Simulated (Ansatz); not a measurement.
Calculation: frozen-core CCSD(T)/cc-pVTZ // B3LYP-D3(BJ)/def2-TZVP in Ansatz (a program for electronic structure).

Ansatz 0.2 input:
```yaml
crystal:
  periodic: [false, false, false]
  atoms:
    - { symbol: O, position_ang: [2.235404, -1.137469, -0.401393] }
    - { symbol: Si, position_ang: [1.341097, 0.020975, 0.029049] }
    - { symbol: Si, position_ang: [-1.011408, -0.05323, -0.03206] }
    - { symbol: H, position_ang: [1.904432, 1.309334, 0.529359] }
    - { symbol: H, position_ang: [-1.520353, 0.168149, 1.342995] }
    - { symbol: H, position_ang: [-1.48862, 1.050272, -0.899996] }
    - { symbol: H, position_ang: [-1.460016, -1.360282, -0.552505] }
basis:
  gaussian: { orbitals: cc-pVTZ }
correlation:
  method: ccsd_t
```

Output:

```
Functional definition: HF
895 factors; integrals over basis functions are off by at most 1.0e-3 eV
mean field evaluation 1: about -17820.4273 eV, gradient 4.8e1 eV
mean field evaluation 2: about -17820.6067 eV, gradient 4.9e1 eV
mean field evaluation 4: about -17825.8613 eV, gradient 3.8e0 eV
mean field evaluation 8: about -17825.9624 eV, gradient 2.6e-1 eV
mean field evaluation 16: about -17825.9630 eV, gradient 2.6e-6 eV
mean field evaluation 32: about -17800.8454 eV, gradient 8.1e1 eV
mean field -17825.96301001 eV, -655.0920577463 hartree, gradient 2.6e-6 eV, S^2 0.000000; 1 other end points of the search recorded, 0 dependent functions left out
11 core orbitals not correlated
reference -17825.96301001 eV, -655.0920577463 hartree; 9, 9 occupied and 134, 134 virtual orbitals, 895 factors
second order -13.14573235 eV of doubles, -0.00000000 eV of singles
cycle   1  -13.35393719 eV  change   -2.1e-1 eV  update   1.3e-1
cycle   2  -13.81276153 eV  change   -4.6e-1 eV  update   5.0e-2
cycle   3  -13.99411658 eV  change   -1.8e-1 eV  update   2.8e-2
cycle   4  -13.97782879 eV  change    1.6e-2 eV  update   7.8e-3
cycle   5  -13.97578070 eV  change    2.0e-3 eV  update   3.8e-3
cycle   6  -13.97735484 eV  change   -1.6e-3 eV  update   1.4e-3
cycle   7  -13.97688020 eV  change    4.7e-4 eV  update   6.1e-4
cycle   8  -13.97682684 eV  change    5.3e-5 eV  update   2.3e-4
cycle   9  -13.97697682 eV  change   -1.5e-4 eV  update   8.2e-5
cycle  10  -13.97698354 eV  change   -6.7e-6 eV  update   2.9e-5
cycle  11  -13.97696615 eV  change    1.7e-5 eV  update   1.1e-5
perturbative correction -0.59400752 eV, -0.0218293737 hartree
Total energy: -17840.53398368 eV, -655.6275311521 hartree
```

Cost: around 50 core-seconds (rough).
